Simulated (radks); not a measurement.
All-electron atom: Mo III in [Kr] 4d4 (the NIST ground configuration).

Method: Dirac Kohn-Sham, PBE, spin-unpolarised, spherical densities, point nucleus; open shells fill j = l - 1/2 first; computed with a radial shooting solver on a logarithmic mesh with Libxc functionals.

Energy parts (eV):
| part | energy |
|---|---|
| total | -110162.652 |
| kinetic | 114234.085 |
| electron-nucleus | -265445.173 |
| Hartree | 44401.079 |
| exchange-correlation | -3352.644 |

Orbitals (lengths in bohr, moments of r in powers of bohr):
orbital  occ.  eigenvalue (eV)      <r^4>
1s1/2       2        -19831.56  7.208e-06
2s1/2       2        -2816.147   0.001334
2p1/2       2        -2592.098  0.0008860
2p3/2       4        -2485.538  0.0009920
3s1/2       2        -494.6602    0.06878
3p1/2       2        -409.4176    0.07129
3p3/2       4        -391.8723    0.07834
3d3/2       4        -241.2340    0.08200
3d5/2       6        -237.9123    0.08455
4s1/2       2         -82.5820      2.889
4p1/2       2         -58.3253      4.416
4p3/2       4         -55.8115      4.870
4d3/2       4         -20.8876      23.37
4d5/2       0         -20.6381      24.23

The highest occupied level is 4d3/2 at -20.888 eV. Summed over all electrons, <r^2> = 31.23 bohr^2, which gives a Langevin (diamagnetic) susceptibility term of -24.7 x 10^-6 cm^3/mol. For comparison, the ionisation energy in NIST's Atomic Spectra Database is 27.1 eV (semi-empirical). In exact Kohn-Sham theory the highest level is minus the ionisation energy, but local and semilocal functionals leave it too shallow, through self-interaction and a potential that decays too fast; potentials with the right tail come closer.

Beside tabulated values, note that spin-unpolarised runs miss the spin-polarisation part of the exchange energy of open shells.
